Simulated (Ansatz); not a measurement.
Basis sets compared for SnMeF3 (CH3F3Sn). Total charge 0; singlet. Geometry PBE0-D4/def2-SVP. Ansatz on 4 threads of Arm Neoverse V2 on a shared host; times are rough, and most runs start from earlier orbitals.

Cartesian coordinates in Å:
```
Sn 0.760 0.350 0.306
C -1.043 -0.480 -0.419
H -1.572 -0.949 0.420
H -0.798 -1.228 -1.184
H -1.647 0.327 -0.851
F 1.863 1.146 -1.050
F 1.916 -0.913 1.177
F 0.521 1.746 1.602
```

In the def2 sets Sn takes a core potential, while STO-3G treats all electrons; there is no spin–orbit coupling.

STO-3G and 6-31G are all-electron sets without relativity, so their totals don't compare with the def2 sets.

Binding counts from free atoms (Sn triplet, C triplet, H doublet, F doublet) in the same basis, without a counterpoise term.

```csv
level,functions,energy (Eh),HOMO (eV),LUMO (eV),binding per atom (eV),wall time
HF/STO-3G,50,-6296.5927,-9.33,9.07,2.82,0.25 s
PBE-D4/def2-SVP,97,-553.2138,-8.37,-2.71,3.75,0.6 s
PBE0-D4/def2-SVP,97,-553.2254,-10.08,-1.78,3.61,0.85 s
```

(1) Estimate the rows for HF/def2-TZVP, PBE-D4/def2-TZVP, PBE0-D4/def2-TZVP (with forces).

Answers

(1) 
```tsv
level	functions	energy (Eh)	HOMO (eV)	LUMO (eV)	binding per atom (eV)	wall time
HF/def2-TZVP	192	-551.5351	-13.60	1.65	2.61	0.95 s
PBE-D4/def2-TZVP	192	-553.6668	-8.68	-3.03	3.79	1.2 s
PBE0-D4/def2-TZVP (with forces)	192	-553.6732	-10.24	-2.04	3.67	2.5 s
```
